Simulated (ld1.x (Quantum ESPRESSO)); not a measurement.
## Which change was made? (P, ultrasoft)

ld1.x (Quantum ESPRESSO) 7.5 input, shortened:

```
&input
   title='P', zed=15., rel=1, dft='PBE', iswitch=3,
   config='[Ne] 3s2 3p2.5'
 /
 &inputp
   pseudotype=3, tm=.true., lloc=-1, rcloc=1.55,
   nlcc=.false.,
   which_augfun='PSQ', rmatch_augfun_nc=.true.
 /
4
3S  1  0   2.00   0.00  1.25  1.55  0.0
3S  1  0   0.00  -0.40  1.25  1.55  0.0
3P  2  1   2.50   0.00  1.50  2.10  0.0
3P  2  1   0.00  -0.15  1.50  2.10  0.0
 &test
   configts(1)='3s2 3p2.5'
 /
```

Cutoffs, loose and tight: the cutoffs (Ry, on a coarse ladder) from which the occupation-weighted sum of valence levels, in a spherical-Bessel basis at the reference potential, stays within 10 and 1 mRy of its value at 400 Ry. They do not see the model core or the augmentation charge, which bear on the density cutoff. Test errors are all-electron minus pseudo excitation energies from the reference, over the configurations 3s2 3p3; 3s2 3p2; 3s2 3p1; 3s1 3p0; 3s1 3p3; 3s0 3p5; 3s1 3p4; variants that change the core or the reference have their own tests. The largest error is taken over the tests solved by every variant that gives reliable tests at all, those not shown here included: 3s1 3p0; 3s1 3p3; 3s2 3p1; 3s2 3p2; 3s2 3p3.

The base gives: outcome: generated; cutoff, loose: 15 Ry; cutoff, tight: 18 Ry; bound ghosts: none; largest test error (meV): +128.

Task: After one change the result is: outcome: generated; cutoff, loose: 12 Ry; cutoff, tight: 18 Ry; bound ghosts: none; largest test error (meV): +157. Which change was it?
A. waves 3p (bound): rcut 1.48, rcutus 1.56 bohr; 3p channel at -0.15 Ry: rcut 1.48, rcutus 1.56 bohr
B. waves 3p (bound): rcut 1.50, rcutus 2.76 bohr; 3p channel at -0.15 Ry: rcut 1.50, rcutus 2.76 bohr
C. waves 3p (bound): rcut 1.50, rcutus 2.52 bohr; 3p channel at -0.15 Ry: rcut 1.50, rcutus 2.52 bohr
D. waves 3p (bound): rcut 1.50, rcutus 1.78 bohr; 3p channel at -0.15 Ry: rcut 1.50, rcutus 1.78 bohr

Result: C. The others give: waves 3p (bound): rcut 1.50, rcutus 2.76 bohr; 3p channel at -0.15 Ry: rcut 1.50, rcutus 2.76 bohr → outcome: generated, overlap not positive; bound ghosts: not determined (overlap not positive); largest test error (meV): +166 | waves 3p (bound): rcut 1.50, rcutus 1.78 bohr; 3p channel at -0.15 Ry: rcut 1.50, rcutus 1.78 bohr → outcome: generated; cutoff, loose: 15 Ry; cutoff, tight: 25 Ry; bound ghosts: none; largest test error (meV): +85 | waves 3p (bound): rcut 1.48, rcutus 1.56 bohr; 3p channel at -0.15 Ry: rcut 1.48, rcutus 1.56 bohr → outcome: generated; cutoff, loose: 12 Ry; cutoff, tight: 21 Ry; bound ghosts: none; largest test error (meV): +46. A file whose overlap is not positive is unfit for use, and its test errors describe a broken file.
